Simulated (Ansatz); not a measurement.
Ansatz (a first-principles code) input file for H₃O₂, SMILES O[OH2+], charge +1, CAM-B3LYP/def2-TZVPD. Coordinates come from a B3LYP-D3(BJ)/def2-TZVP optimisation. The isomer is the one that the SMILES or the coordinates give; other isomers of the formula were not compared.

Ansatz 0.2 input:
```yaml
crystal:
  periodic: [false, false, false]
  atoms:
    - {symbol: O, position_ang: [0.77113544, -0.14059782, 0.00000000]}
    - {symbol: O, position_ang: [-0.65828061, 0.12204963, -0.00000000]}
    - {symbol: H, position_ang: [1.11888465, 0.77948261, -0.00000002]}
    - {symbol: H, position_ang: [-1.01086166, -0.31554853, 0.81283160]}
    - {symbol: H, position_ang: [-1.01086166, -0.31554856, -0.81283159]}
basis:
  gaussian:
    orbitals: def2-TZVPD
hamiltonian:
  xc: {name: CAM-B3LYP}
total_charge: 1
```

Log of the run:

```
WARN ansatz: RAYON_NUM_THREADS=1 ignored (pool sized by the plan → 1); use --threads N
Functional definition: CAM-B3LYP
integrals: 0.02 GiB planned
521 factors; their error is unknown
integrals: 0.05 GiB planned
230 factors; integrals over basis functions are off by at most 2.1e-5 eV
mean field: 0.30 GiB planned
mean field evaluation 1: about -4123.9824 eV, gradient 7.0e1 eV
mean field evaluation 2: about -4123.8082 eV, gradient 7.1e1 eV
mean field evaluation 4: about -4131.5558 eV, gradient 1.7e0 eV
mean field evaluation 8: about -4131.5572 eV, gradient 3.8e-2 eV
mean field -4131.55718969 eV, -151.8319262512 hartree, gradient 6.4e-5 eV, S^2 0.000000; 0 other end points of the search recorded, 0 dependent functions left out
reference -4131.55727914 eV, -151.8319295381 hartree; 9, 9 occupied and 98, 98 virtual orbitals, 521 factors
Total energy: -4131.55727914 eV, -151.8319295381 hartree
```

Self-consistency was reached.
